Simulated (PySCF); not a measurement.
**Question.** Write Cartesian coordinates for `C=C(F)BC#CC` as optimised with PBE0-D3(BJ)/def2-SVP.

**Answer.** 
```
atom  x, y, z in Å
C1    -2.304    0.662   -0.556
C2    -2.205   -0.580   -0.056
F3    -3.330   -1.293    0.117
B4    -0.877   -1.279    0.344
C5     0.448   -0.571    0.204
C6     1.532   -0.013    0.108
C7     2.818    0.645    0.008
H8    -3.271    1.098   -0.821
H9    -1.396    1.249   -0.700
H10   -0.917   -2.407    0.776
H11    3.616   -0.071   -0.245
H12    2.810    1.443   -0.751
H13    3.080    1.105    0.975
```

Any rigid rotation of these coordinates is as good. Atoms count from 1 in this order. B4 (three-coordinate boron) is planar (angles 121.0°, 120.1° and 118.9°, sum 360.0°, 0.00 Å off the plane of its three neighbours). Of the pairs four or more bonds apart, C5···H9 is among the closest relative to their van der Waals radii: 2.74 Å, 95 % of the sum of Bondi's values. The B–C distances run from 1.508 Å (B4–C5, drawn single) to 1.554 Å (C2–B4, drawn single), a spread of 0.046 Å. The 3 C–C bonds span 1.223 Å (C5≡C6, drawn triple) to 1.449 Å (C6–C7, drawn single), a spread of 0.226 Å.

Bonds between heavy atoms (Å): C1=C2 1.342, C2–F3 1.343, C2–B4 1.554, B4–C5 1.508, C5≡C6 1.223, C6–C7 1.449.

Computed, not measured: PBE0-D3(BJ)/def2-SVP geometry optimisation, gas phase (PySCF 2.14.0).

No PBE0-D3(BJ)/def2-SVP frequencies stand behind this structure, so it isn't proved a minimum. One conformer, not necessarily the lowest (C1–C2–B4–C5 1°).
